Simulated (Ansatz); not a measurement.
`N=C(Cl)Br` + H₂O → `N=C(O)Br` + HCl at 298.15 K and 1 bar (formal hydrolysis of a C–Cl bond).

Isolated molecules relaxed with PBE0-D4/def2-TZVP in Ansatz; ΔE leaves out vibrations. CCSD(T)/CBS adds triple-zeta CCSD(T) − MP2 to the extrapolated MP2 energy (def2 sets, frozen cores). This one scheme is used for every species. For Br outer-core shells are correlated without core-valence functions, which leaves a few kJ/mol of doubt a bond. Scalar relativity is left out up to krypton. One conformer a species, not always the lowest.

```tsv
species	CCSD(T)/CBS energy (Eh)	H − E (kJ/mol)	S (J/(mol·K))
`N=C(Cl)Br`	-3126.42304	71.9	302.2
H₂O	-76.37941	66.4	188.7
`N=C(O)Br`	-2742.42454	108.2	293.9
HCl	-460.38127	26.6	186.8
```

H − E and S are ideal-gas, rigid-rotor, harmonic terms from PBE0-D4/def2-TZVP, for one conformer and one mirror image of each species. 1 Eh = 2625.50 kJ/mol, R = 8.31446 J/(mol·K).

Q: By hand: ΔE, ΔH, ΔS and ΔG.

A: ΔE = (-2742.42454) + (-460.38127) − (-3126.42304) − (-76.37941) = -0.00336 Eh = -8.8 kJ/mol. Δ(H − E) = 108.2 + 26.6 − 71.9 − 66.4 = -3.5, so ΔH = -12.3 kJ/mol. ΔS = 293.9 + 186.8 − 302.2 − 188.7 = -10.2 J/(mol·K). ΔG = -12.3 − 298.15 × (-10.2)/1000 = -9.3 kJ/mol.

Q: By hand: the equilibrium constant, and the temperature at which ΔG would vanish if ΔH and ΔS stayed fixed.

A: log₁₀ K = −ΔG/(RT ln 10) = 1.6. ΔG = 0 at ΔH/ΔS = 1206 K, though so small a ΔS makes that figure unsure.

The number of gas molecules stays the same, so ΔS is small and ΔH decides. A doubt of 5 kJ/mol in ΔE shifts log₁₀ K by 0.9 here. Other conformers and mirror images would add mixing entropy, several J/(mol·K) or more a flexible species. These are equilibria of isolated gas molecules and say nothing of rates. Largest T1 diagnostic: 0.011 (customary marks: 0.02 for closed shells, 0.045 for open ones).
